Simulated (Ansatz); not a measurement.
Molecule: CH₆NSi (charge 0, doublet). It need not be the lowest isomer of its formula. 
Geometry from a B3LYP-D3(BJ)/def2-TZVP (Ansatz, a quantum-chemistry and plane-wave program) optimisation:
```xyz
9

C     -1.6329     0.3857    -0.0781
N     -0.3818    -0.2032    -0.5281
Si     1.1008    -0.1663     0.3584
H     -2.2061     0.7683    -0.9263
H     -1.4198     1.2278     0.5817
H     -2.2655    -0.3193     0.4726
H     -0.5073    -0.9420    -1.2046
H      2.1762    -0.5360    -0.6071
H      1.2814     1.2381     0.8319
```
Charge 0, spin multiplicity 2.

Atomisation energy built up term by term with Ansatz (kcal/mol; UHF references for open shells; valence terms freeze the core; atomic spin-orbit terms are left out). Basis-set limits of correlation are two-point, X^-3; Hartree-Fock from the larger set.

```tsv
term	basis	kcal/mol
Hartree-Fock	aug-cc-pV(Q+d)Z	…
CCSD correlation	CBS(aug-cc-pV(T+d)Z,aug-cc-pV(Q+d)Z)	…
(T)	CBS(aug-cc-pV(T+d)Z,aug-cc-pV(Q+d)Z)	9.45
core correlation	cc-pwCVTZ	1.62
scalar relativity (X2C)	cc-pVTZ-DK against cc-pVTZ	-1.08
sum: De		…
```

Q: Complete the blanks.

A: 
- Hartree-Fock, kcal/mol: 515.91
- CCSD correlation, kcal/mol: 182.58
- sum: De, kcal/mol: 708.5
